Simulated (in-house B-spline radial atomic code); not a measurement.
Response of neutral xenon as one setting changes: the radius of a hard wall (bohr). Method: PBE. A dash marks a strongly mixed or unbound state. A box has no continuum, so excitations may lie above minus the highest level. Computed with a B-spline radial code for spherical atoms: linear response of the closed shell [Kr] 4d10 5s2 5p6 with the functional's adiabatic kernel; scalar-relativistic (spin-free one-electron X2C), finite nucleus, no spin-orbit coupling, no double excitations, S, P, D and F terms only; shells from n = 3 respond. Only terms of natural parity with L up to 3 were computed.

| radius of a hard wall (bohr) | lowest 1P (eV) | lowest 3P, Tamm-Dancoff (eV) | minus highest occupied level (eV) | α (bohr³) |
| --- | --- | --- | --- | --- |
| 2.5 | 5p → 5d 39.28 | 5p → 5d 30.46 | -32.70 | 3.251 |
| 3 | 5p → 5d 30.89 | 5p → 5d 22.645 | -11.658 | 5.487 |
| 3.5 | 5p → 5d 25.657 | 5p → 5d 18.189 | -2.101 | 8.249 |
| 4 | ? | ? | ? | ? |
| 4.5 | 5p → 5d 19.567 | 5p → 5d 13.871 | 5.189 | 14.53 |
| 5.5 | 5p → 6s 14.099 | 5p → 5d 11.945 | 7.303 | 20.36 |
| 6.5 | 5p → 6s 11.128 | - | 7.955 | 24.56 |
| 8 | 5p → 6s 9.183 | 5p → 6s 8.847 | 8.193 | 27.71 |
| 10 | ? | ? | ? | ? |
| 15 | 5p → 6s 7.807 | 5p → 6s 7.640 | 8.236 | 28.95 |

Question: What belongs in the row for 4?

Answer: lowest 1P (eV): 5p → 5d 22.171; lowest 3P, Tamm-Dancoff (eV): 5p → 5d 15.542; minus highest occupied level (eV): 2.675; α (bohr³): 11.33.

Question: What belongs in the row for 10?

Answer: lowest 1P (eV): 5p → 6s 8.257; lowest 3P, Tamm-Dancoff (eV): 5p → 6s 8.018; minus highest occupied level (eV): 8.233; α (bohr³): 28.79.
